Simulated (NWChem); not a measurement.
System: BHF2; SMILES FBF

Computed with NWChem. Pople sets run with spherical d functions. Each level has its own optimisation; frequencies are unscaled.

```tsv
level	r B–H (Å)	r B–F (Å)	highest harmonic frequency (cm⁻¹)	lowest (cm⁻¹)	zero-point energy (kcal/mol)
CAM-B3LYP/def2-SVP	1.200	1.311	2712	552	11.4
B3LYP/3-21G	1.184	1.346	2804	538	11.8
Hartree-Fock/3-21G	1.171	1.337	2945	560	12.4
B3LYP/6-31G*	1.189	___	___	540	11.4
```

Fill in the missing entries.


- B3LYP/6-31G*, r B–F (Å): 1.320
- B3LYP/6-31G*, highest harmonic frequency (cm⁻¹): 2737
